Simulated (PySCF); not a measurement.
Working out the ionisation energy of Mo(2+)

Mo(2+) [Kr] 4d4 (5D) → Mo(3+) [Kr] 4d3 (4F). All numbers are calculated (PySCF 2.14, a scalar-relativistic core potential, in aug-cc-pwCVDZ-PP with ECP28MDF (6s6p5d3f, 70 functions)). Frozen: 4s2 4p6. Energies in hartree (1 hartree = 27.21139 eV):

| part | Mo(2+) (lower) | Mo(3+) (upper) |
| --- | --- | --- |
| UHF | -66.560157 | -65.602682 |
| CCSD correlation | -0.039630 | -0.018044 |
| (T) | -0.000221 | -0.000033 |

Problem. What does Hartree-Fock give?

Solution. (-65.602682) − (-66.560157) = 0.957475 hartree = 26.054 eV.

Problem. What do CCSD and CCSD(T) give?

Solution. The CCSD correlation energies differ by 0.021586 hartree = 0.587 eV and the triples by 0.000188 hartree = 0.005 eV, so CCSD gives 26.641 eV and CCSD(T) 26.646 eV.

Reference: 27.13 ± 0.12 eV (semi-empirical (NIST evaluation); NIST Atomic Spectra Database, ionization energies), between the lowest levels; spin-orbit coupling is absent from the calculation.

A double-zeta basis recovers only part of the correlation energy.

What remains against the reference includes basis incompleteness, the frozen core and higher excitations.
